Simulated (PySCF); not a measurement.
# Radial density of Sc+ (scandium, charge +1)

UHF, [Ar] 3d1 4s1, high-spin 3D determinant. All numbers are calculated (PySCF 2.14, scalar relativity by spin-free X2C-1e, in aug-cc-pVTZ-DK (8s7p5d3f2g, 93 functions)).

```csv
r (bohr),4πr²ρ (e/bohr),4πr²(ρα − ρβ)
0.00131,0.1678,0.0001
0.00220,0.4305,0.0002
0.00370,1.081,0.0004
0.00622,2.618,0.0011
0.0105,5.954,0.0024
0.0176,12.10,0.0047
0.0296,20.30,0.0071
0.0498,24.88,0.0058
0.0838,20.56,-0.0015
0.141,19.42,0.0042
0.237,26.41,0.0411
0.399,14.84,0.1258
0.671,7.102,0.4315
1.13,8.081,0.5775
1.90,2.009,0.5044
3.19,0.4768,0.4461
5.37,0.08622,0.0862
9.03,0.0008638,0.0009
```

Densities and radii are taken from the X2C orbitals without a picture-change correction, which distorts them close to the nucleus.
